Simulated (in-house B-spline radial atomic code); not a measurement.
A run on neutral promethium (an excited or competing configuration) that did not converge. Method: scalar-relativistic (X2C) B97-1, spin-polarised, spherical fractional occupations, Fermi nucleus of rms radius 4.962 fm; computed with a B-spline radial code for spherical atoms. In the input, 2p2,3 would mean two up and three down electrons.

Command:
```bash
python run_scf.py task.json out
```
Settings (nuclear radius in fm, mass in u):
```
Z                61
configuration    1s2 2s2 2p6 3s2 3p6 3d10 4s2 4p6 4d10 4f3,1 5s2 5p6 5f0,1 6s2
hamiltonian      x2c
method           b97_1
spin_polarised   True
nucleus          fermi
rms_radius       4.962
atomic_mass      144.91276
speed_of_light   137.035999084
```

First and last ten iterations of the last attempt (damped for 15 steps, keeping 80 % of the old Fock matrix, then DIIS):
```
 iter        energy (Eh)    residual
    1      -10002.184046    5.66e-01
    2      -10004.423458    6.38e-01
    3      -10011.854769    4.22e-01
    4      -10015.679641    2.63e-01
    5      -10017.549274    1.64e-01
    6      -10018.416823    1.05e-01
    7      -10018.804133    6.56e-02
    8      -10018.974261    4.07e-02
    9      -10019.047606    2.69e-02
   10      -10019.077759    1.82e-02
  111      -10019.099934    2.71e-04
  112      -10019.099894    3.42e-04
  113      -10019.100031    1.62e-04
  114      -10019.100018    1.98e-04
  115      -10019.100081    2.66e-04
  116      -10019.100067    2.19e-04
  117      -10019.099954    2.37e-04
  118      -10019.099939    1.64e-04
  119      -10019.099851    2.44e-04
  120      -10019.099946    2.26e-04
 not converged after 120 iterations
```

The smallest residual met was 1.2e-04; the threshold is about 6e-07. No energy from this run should be used. Run time, properties included: 8.5 s on 1 thread of Arm Neoverse V2, on a shared host.
